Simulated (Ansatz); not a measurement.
Mulliken charges of CF$_{3}$GeN (`N#[C][Ge]([F])([F])[F]`) from r2SCAN/def2-TZVPP in Ansatz (PBE0-D4/def2-TZVP geometry).

```json
{"atom": "N1", "x (Å)": "2.193", "y (Å)": "-0.759", "z (Å)": "0.984", "charge (e)": "-0.033"}
{"atom": "C2", "x (Å)": "1.194", "y (Å)": "-0.417", "z (Å)": "0.531", "charge (e)": "-0.175"}
{"atom": "Ge3", "x (Å)": "-0.450", "y (Å)": "0.146", "z (Å)": "-0.215", "charge (e)": "1.132"}
{"atom": "F4", "x (Å)": "-1.472", "y (Å)": "-1.183", "z (Å)": "-0.466", "charge (e)": "-0.308"}
{"atom": "F5", "x (Å)": "-0.193", "y (Å)": "0.914", "z (Å)": "-1.704", "charge (e)": "-0.308"}
{"atom": "F6", "x (Å)": "-1.230", "y (Å)": "1.234", "z (Å)": "0.824", "charge (e)": "-0.308"}
```

Task: By hand: the dipole of these point charges (1 e Å = 4.8032 D).

Result: Σ q r = (0.101, -0.034, 0.046) e Å, of length 0.116 e Å = 0.56 D.

Task: How does the dipole of the full density compare? (Estimate.)

Result: Ansatz gave: (-0.153, 0.052, -0.069) e Å, 0.84 D; the point charges give 0.67 times that, at 180° from its direction, so they point the opposite way.

Point charges leave out the atoms' own dipoles, such as those of lone pairs, and Mulliken's split depends on the basis, so the two needn't agree.
